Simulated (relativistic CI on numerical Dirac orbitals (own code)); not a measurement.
Cr³⁺: resonant inelastic scattering at the M2,3 edge

Computed with this model: Dirac-Coulomb-Breit CI, orbitals from a KLI potential per configuration, a model potential for QED, valence Slater integrals scaled by 0.7, Kramers-Heisenberg scattering through one core-hole configuration in a parametric crystal field; configurations [Ar] 3d3 → [Ne] 3s2 3p5 3d4; 300 K; core-hole width 0.48 eV; summed over polarisations. Incident energies are the highest absorption maxima for each field (at most a few, so the weaker spin-orbit partner edge can be absent), on the computed scale of the free ion. Intensities are in per cent of the strongest line above 0.02 eV; levels within 1 cm⁻¹ are merged; final levels count from the ground level, the first row holds all elastic scattering, lines under 0.4 are left out and each table stops after 24 rows. The scale of the Slater integrals is a model choice and moves the terms in proportion.

Field parameters in Wybourne normalisation: D4h B²₀ = −7Ds, B⁴₀ = 21(Dq − Dt), B⁴₄ = 21√(5/14) Dq. The field is a parameter set, without covalency.

S is read from ⟨S²⟩ = S(S + 1).

D4h, 10Dq = 24450, Ds = -1500, Dt = 750 cm⁻¹:

```tsv
Final level (eV)	Degeneracy	Irrep	S	51.2 eV	55.9 eV	60.7 eV
0.000	4	Γ6+Γ7	1.50	303.3	96.3	75.4
1.812	2	Γ7	0.51	0.4	0.6	0.2
1.861	2	Γ6	0.52	0.9	0.9	0.4
1.947	2	Γ6	0.51	0.7	1.2	0.5
2.201	2	Γ7	1.50	29.2	17.2	52.4
2.204	2	Γ7	1.50	28.2	17.6	43.1
2.206	2	Γ6	1.50	28.3	18.0	38.8
2.211	2	Γ6	1.49	25.9	17.4	40.0
2.862	2	Γ7	0.52	0.5	1.1	1.2
3.028	2	Γ7	1.50	18.5	20.7	20.5
3.029	2	Γ6	1.50	17.2	22.2	18.0
3.149	2	Γ7	1.49	2.1	32.2	100.0
3.151	2	Γ6	1.47	1.9	23.3	77.8
3.152	2	Γ7	1.50	2.5	27.7	82.8
3.155	2	Γ6	1.50	2.1	25.4	78.5
3.232	2	Γ6	0.57	0.2	1.0	3.9
3.317	2	Γ7	0.51	0.2	0.2	0.6
3.343	2	Γ6	0.51	0.4	0.5	0.6
3.955	2	Γ7	1.49	3.4	10.4	17.1
3.955	2	Γ6	1.49	3.8	10.3	15.6
3.966	2	Γ6	0.52	0.3	0.6	0.6
4.173	2	Γ6	0.50	0.4	0.3	0.4
4.179	2	Γ7	0.50	0.2	0.2	0.7
4.578	2	Γ7	0.50	0.1	0.3	0.5
```

D4h, 10Dq = 24450, Ds = -860, Dt = 750 cm⁻¹:

```csv
Final level (eV),Degeneracy,Irrep,S,51.2 eV,55.6 eV,60.7 eV
0.000,4,Γ6+Γ7,1.50,356.2,143.8,80.4
1.500,2,Γ6,0.50,0.4,0.4,0.1
1.529,2,Γ7,0.50,0.4,0.7,0.1
1.828,2,Γ7,0.51,0.5,1.5,0.3
1.856,2,Γ6,0.52,1.0,1.6,0.5
1.947,2,Γ6,0.51,0.9,1.1,0.6
2.210,2,Γ7,1.50,34.0,35.9,63.4
2.216,2,Γ7,1.50,33.4,32.9,51.0
2.223,2,Γ6,1.50,33.1,34.5,47.7
2.231,2,Γ6,1.49,29.5,32.9,54.1
2.852,2,Γ7,0.51,0.5,1.0,0.8
3.028,2,Γ6,1.49,20.8,26.7,25.9
3.029,2,Γ7,1.49,21.8,26.3,24.9
3.176,2,Γ7,0.53,0.4,1.0,0.8
3.201,2,Γ6,0.54,0.5,1.0,0.9
3.277,2,Γ6,1.47,1.9,24.9,93.2
3.282,2,Γ6,1.49,2.3,31.0,77.8
3.282,2,Γ7,1.49,2.6,45.2,100.0
3.283,2,Γ7,1.50,2.9,39.8,94.4
3.359,2,Γ6,0.55,0.2,1.0,3.6
3.815,2,Γ7,1.50,3.6,9.5,30.2
3.815,2,Γ6,1.50,4.0,9.7,27.4
4.070,2,Γ7,0.50,0.3,0.2,0.5
4.076,2,Γ6,0.50,0.4,0.3,0.6
```

D4h, 10Dq = 24450, Ds = -210, Dt = 750 cm⁻¹:

| Final level (eV) | Degeneracy | Irrep | S | 51.2 eV | 55.7 eV | 61 eV |
| --- | --- | --- | --- | --- | --- | --- |
| 0.000 | 4 | Γ6+Γ7 | 1.50 | 346.4 | 160.4 | 104.3 |
| 1.685 | 2 | Γ6 | 0.50 | 0.5 | 0.5 | 0.1 |
| 1.709 | 2 | Γ7 | 0.50 | 0.5 | 0.6 | 0.2 |
| 1.840 | 2 | Γ7 | 0.51 | 0.7 | 1.7 | 0.4 |
| 1.850 | 2 | Γ6 | 0.52 | 0.9 | 2.2 | 0.4 |
| 1.945 | 2 | Γ6 | 0.51 | 1.0 | 1.7 | 0.4 |
| 2.188 | 2 | Γ7 | 1.50 | 32.6 | 31.6 | 54.7 |
| 2.196 | 2 | Γ7 | 1.50 | 31.3 | 33.3 | 46.5 |
| 2.206 | 2 | Γ6 | 1.50 | 31.2 | 35.9 | 37.7 |
| 2.216 | 2 | Γ6 | 1.49 | 28.0 | 35.2 | 31.1 |
| 2.837 | 2 | Γ7 | 0.50 | 0.4 | 0.7 | 1.1 |
| 3.016 | 4 | Γ6+Γ7 | 1.12 | 24.8 | 28.5 | 74.1 |
| 3.042 | 2 | Γ7 | 1.16 | 11.8 | 12.6 | 38.9 |
| 3.061 | 2 | Γ6 | 0.92 | 6.2 | 6.1 | 21.4 |
| 3.434 | 2 | Γ6 | 1.43 | 2.4 | 30.2 | 36.0 |
| 3.442 | 2 | Γ6 | 1.50 | 2.8 | 36.4 | 50.6 |
| 3.444 | 2 | Γ7 | 1.50 | 3.0 | 42.4 | 75.5 |
| 3.447 | 2 | Γ7 | 1.50 | 3.4 | 43.0 | 99.9 |
| 3.479 | 2 | Γ6 | 0.67 | 0.5 | 3.7 | 8.7 |
| 3.601 | 2 | Γ7 | 1.50 | 3.3 | 11.5 | 93.2 |
| 3.605 | 2 | Γ6 | 1.48 | 3.3 | 11.1 | 100.0 |
| 4.004 | 2 | Γ6 | 0.50 | 0.4 | 0.3 | 0.3 |
| 4.182 | 2 | Γ6 | 0.50 | 0.3 | 0.3 | 0.5 |
| 4.184 | 2 | Γ7 | 0.50 | 0.2 | 0.3 | 0.6 |

For the first field the strongest loss at the lowest incident energy is the level at 2.20 eV (S = 1.50, against 1.50 in the thermal ground state).
